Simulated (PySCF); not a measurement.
A structure optimised at PBE-D3(BJ)/def2-SVP, used in a PySCF frequency run:

```xyz
9

Ti     0.0008     0.8971     0.0000
I     -0.0079    -0.5404    -2.1707
I     -0.0079    -0.5404     2.1707
N     -1.4297     2.0723     0.0000
H     -1.9262     2.3784    -0.8458
H     -1.9262     2.3784     0.8458
N      1.5207     1.9636     0.0000
H      2.4642     1.5542     0.0000
H      1.5729     2.9870     0.0000
```
Charge 0, spin multiplicity 1.

Task: Write its SMILES, formula and point group.

Result: [NH2][Ti]([NH2])([I])[I], H4I2N2Ti, Cs

Task: What are its rotational constants (standard atomic weights)?

Result: 1.5580, 0.39653, 0.34984 GHz
